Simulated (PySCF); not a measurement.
## WH₅ + Br₂ → WH₃ + 2 HBr

Level: PBE0 in the def2-TZVP basis family, computed in PySCF with density fitting; scalar-relativistic core potentials for atoms from Rb on, none lighter, no spin–orbit coupling; open shells unrestricted.

| species | state and structure | E (Eh) | ZPE (kJ/mol) | H(298 K) − H(0) (kJ/mol) | S° (J/(mol K)) |
| --- | --- | --- | --- | --- | --- |
| WH₅ | doublet, Cs, W–H 1.671 Å (×2), W–H 1.697 Å (×2), W–H 1.723 Å; H–W–H 60.3°, H–W–H 71.0° (×2), H–W–H 112.5°, H–W–H 114.9° (×2), H–W–H 115.5° (×2), H–W–H 120.6° (×2) | -69.94838 | 92.6 | 12.1 | 266.6 |
| Br₂ | singlet, D∞h, Br–Br 2.281 Å | -5147.70672 | 2.0 | 9.7 | 244.8 |
| WH₃ | quartet, C3v, W–H 1.710 Å (×3); H–W–H 112.3° (×3) | -68.74831 | 46.2 | 11.3 | 253.0 |
| HBr | singlet, C∞v, H–Br 1.421 Å | -2574.45811 | 16.0 | 8.7 | 198.5 |

What is the electronic reaction energy?

At PBE0/def2-TZVP, ΔE = -24.8 kJ/mol from the differences of the total energies times 2625.5, downhill. 

Add zero-point, thermal and entropy terms for 298.15 K and 1 bar.

ΔZPE = -16.4 and Δ[H(298) − H(0)] = 6.9 kJ/mol give ΔH° = -34.3 kJ/mol. ΔS° = 138.6 J/(mol K), so ΔG° = -34.3 − 298.15 × (0.1386) = -76 kJ/mol and log₁₀K = 13.2.

Spin–orbit coupling can matter for WH₅, WH₃ and is left out. Open d or f shells are single determinants, so the state found may not be the ground state. Only the bonding shown was studied: isomers, or loss of a ligand pair, can lie lower.
